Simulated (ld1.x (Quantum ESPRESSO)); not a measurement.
## An all-electron radial function and its pseudo partner (carbon (C))

Columns: radius, all-electron u(r) and pseudo u(r) of the 2s shell (level -13.77 eV) of carbon in the configuration [He] 2s1.75 2p2.25; Wu–Cohen, non-relativistic, RRKJ scheme, ld1.x (Quantum ESPRESSO) 7.5.

```
r (bohr)  all-electron   pseudo
   0.160        0.3452  -0.1241
   0.320        0.1152  -0.2280
   0.480       -0.2033  -0.3288
   0.640       -0.4697  -0.4812
   0.800       -0.6551  -0.6551
   0.960       -0.7643  -0.7643
   1.120       -0.8124  -0.8124
   1.280       -0.8162  -0.8162
   1.440       -0.7901  -0.7901
   1.600       -0.7454  -0.7454
   1.760       -0.6901  -0.6901
   1.920       -0.6300  -0.6300
   2.080       -0.5688  -0.5688
   2.240       -0.5090  -0.5090
   2.400       -0.4522  -0.4522
   2.560       -0.3993  -0.3993
   2.720       -0.3508  -0.3508
   2.880       -0.3069  -0.3069
   3.040       -0.2676  -0.2676
   3.200       -0.2327  -0.2327
   3.360       -0.2019  -0.2019
   3.520       -0.1750  -0.1750
   3.680       -0.1514  -0.1514
   3.840       -0.1309  -0.1309
   4.000       -0.1131  -0.1131
   4.160       -0.0976  -0.0976
```

Question: How many radial nodes do the two functions have?

Answer: The all-electron 2s function has n − l − 1 = 1; the pseudo-wave has 0, since the states of the same l below it are removed with the core.

Question: At about which radius was the pseudo-wave matched?

Answer: 0.80 bohr, where the columns begin to agree (steps of 0.16 bohr).

Question: Is the pseudo-wave norm-conserving?

Answer: Yes: the RRKJ scheme keeps the norm inside the radius equal to the all-electron one, which fixes the energy derivative of the logarithmic derivative at the level.
